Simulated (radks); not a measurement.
Results of a calculation; reference values are marked as such.
Question: Rh28+, 17 electrons, occupied as [Ne] 3s2 3p5 (the NIST ground configuration). Code: a radial shooting solver on a logarithmic mesh with Libxc functionals. Model: Dirac Kohn-Sham, LDA (Slater exchange, Perdew-Wang correlation), spin-unpolarised, spherical densities, finite nucleus; open shells fill j = l - 1/2 first; Fermi nuclear charge, rms radius 4.4945 fm. Some entries of the table are withheld. Estimate them.

orbital,occ.,eigenvalue (Ry),<r^2> (bohr^2)
1s1/2,2,-1790.040,0.001441
2s1/2,2,-342.6181,0.02320
2p1/2,2,-325.4503,(1)
2p3/2,4,-314.6571,(2)
3s1/2,2,-124.7795,0.1401
3p1/2,2,-118.6110,(3)
3p3/2,3,-116.1228,(4)

Answer: 
(1) 2p1/2 <r^2> (bohr^2): 0.01736
(2) 2p3/2 <r^2> (bohr^2): 0.01862
(3) 3p1/2 <r^2> (bohr^2): 0.1307
(4) 3p3/2 <r^2> (bohr^2): 0.1364
